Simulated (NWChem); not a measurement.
System: C$_{2}$H$_{6}$BNO; SMILES C=CB(N)O

```xyz
11

B     -0.0009    -0.4881     0.0013
C     -0.6581     0.9328     0.0050
C      0.0466     2.0718    -0.0037
H     -1.7485     1.0142     0.0144
H     -0.4209     3.0555    -0.0017
H      1.1344     2.0574    -0.0131
O      1.3793    -0.5605     0.0014
H      1.7113    -1.4686    -0.0018
N     -0.8200    -1.6464    -0.0023
H     -0.4787    -2.5978    -0.0057
H     -1.8278    -1.5878    -0.0033
```
Atoms are numbered in this order, from 1.

Results from NWChem. Pople sets run with spherical d functions. Coordinates come from a B3LYP/6-31G* (spherical d) optimisation. B3LYP is NWChem's, with the RPA form of VWN correlation. Atomic charges in e: unrestrained fits to the electrostatic potential beside Mulliken populations; buried atoms are poorly determined by the fit.

For level B3LYP/def2-SVP:

- ESP B1 = 0.62
- Mulliken B1 = -0.15
- ESP C2 = -0.25
- Mulliken C2 = 0.02
- Mulliken C3 = -0.03
- ESP O7 = -0.65
- Mulliken O7 = -0.15
- ESP N9 = -0.89
- Mulliken N9 = -0.10

Problem. How do the values read with level Hartree-Fock/6-31G* instead?

Solution. ESP B1: 0.91
Mulliken B1: 0.79
ESP C2: -0.36
Mulliken C2: -0.36
Mulliken C3: -0.37
ESP O7: -0.79
Mulliken O7: -0.77
ESP N9: -1.16
Mulliken N9: -0.99
